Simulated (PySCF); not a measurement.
Two species compared at the same levels of theory.

First species: 1,3,4-oxdiazole, C₂H₂N₂O.
Structure used (GFN2-xTB), in Å, numbered top down from 1:
```xyz
7
C2H2N2O angstrom
C     -1.0440    0.1099    0.0480
N     -0.6276   -1.0399    0.4516
N      0.7139   -1.0315    0.3285
C      1.0354    0.1228   -0.1433
O     -0.0367    0.9063   -0.3474
H     -2.0553    0.4560    0.0046
H      2.0176    0.4813   -0.3692
```

Second species: C8H11NS.
Bonds: C1–C2 (aromatic), C2–C3 (aromatic), C3–N4, N4–C5, C5–C6, C6–C7, C7–C8, C3–C9 (aromatic), C9–S10 (aromatic), C1–S10 (aromatic), N4–C8. Hydrogens: H11 on C1; H12 on C2; H13, H14 on C5; H15, H16 on C6; H17, H18 on C7; H19, H20 on C8; H21 on C9.

Levels: PBE0/pcSseg-1 for HOMO energy, LUMO energy and HOMO–LUMO gap. Geometries: GFN2-xTB. Each structure is a single optimised conformer of the isolated species, non-relativistic unless stated. Electronic properties by PySCF.

Values for the first species:

```
HOMO energy   : -8.17 eV
LUMO energy   : -0.66 eV
HOMO–LUMO gap : 7.51 eV
```

(1) Estimate the same properties for the second species, and the change in each.

## Answers

(1) 
| property | first | second | second less first |
| --- | --- | --- | --- |
| HOMO energy | -8.17 eV | -5.32 eV | +2.85 eV |
| LUMO energy | -0.66 eV | 0.01 eV | +0.67 eV |
| HOMO–LUMO gap | 7.51 eV | 5.33 eV | -2.18 eV |

